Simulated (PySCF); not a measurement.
Si(F)3(SiH3) (F3H3Si2), SMILES F[Si](F)([SiH3])F.

The structure is a stationary point at PBE0-D3(BJ)/def2-SVP.

Method: TDDFT-PBE0/def2-SVPD in PySCF 2.14.0.

Vertical excitations; the highest root listed may be one member of a degenerate set. Gas-phase values at a fixed geometry. State labels are in the subgroup Cs.

```
state  symmetry  energy (eV)  λ (nm)      f                                                  main pairs
-----  --------  -----------  ------  -----  ----------------------------------------------------------
S1           A'         7.96     156  0.043                                HOMO→LUMO+1 (degenerate set)
S2           A"         7.96     156  0.043                                  HOMO→LUMO (degenerate set)
S3           A'         8.46     147  0.197                                            HOMO→LUMO+2 95 %
S4           A"         8.61     144  0.000                        HOMO−2→LUMO 49 %, HOMO−1→LUMO+1 49 %
S5           A'         8.84     140  0.035      HOMO→LUMO+3 67 %, HOMO−2→LUMO+1 15 %, HOMO−1→LUMO 15 %
S6           A"         8.96     138  0.023  HOMO−1→LUMO+1, HOMO−2→LUMO, HOMO−1→LUMO+3 (degenerate set)
S7           A'         8.96     138  0.023  HOMO−1→LUMO, HOMO−2→LUMO+1, HOMO−2→LUMO+3 (degenerate set)
S8           A"         9.33     133  0.051               HOMO−1→LUMO+2, HOMO−1→LUMO+3 (degenerate set)
S9           A'         9.33     133  0.051               HOMO−2→LUMO+2, HOMO−2→LUMO+3 (degenerate set)
S10          A"         9.56     130  0.007                                            HOMO→LUMO+5 80 %
T1           A'         6.73     184      0                                HOMO→LUMO+1 (degenerate set)
T2           A"         6.73     184      0                                  HOMO→LUMO (degenerate set)
T3           A'         7.66     162      0                          HOMO→LUMO+2 50 %, HOMO→LUMO+3 36 %
T4           A'         7.75     160      0      HOMO−1→LUMO 40 %, HOMO−2→LUMO+1 40 %, HOMO→LUMO+3 15 %
```
Triplets are in the Tamm–Dancoff approximation, which puts them higher than full response would, so one can lie above its singlet here.
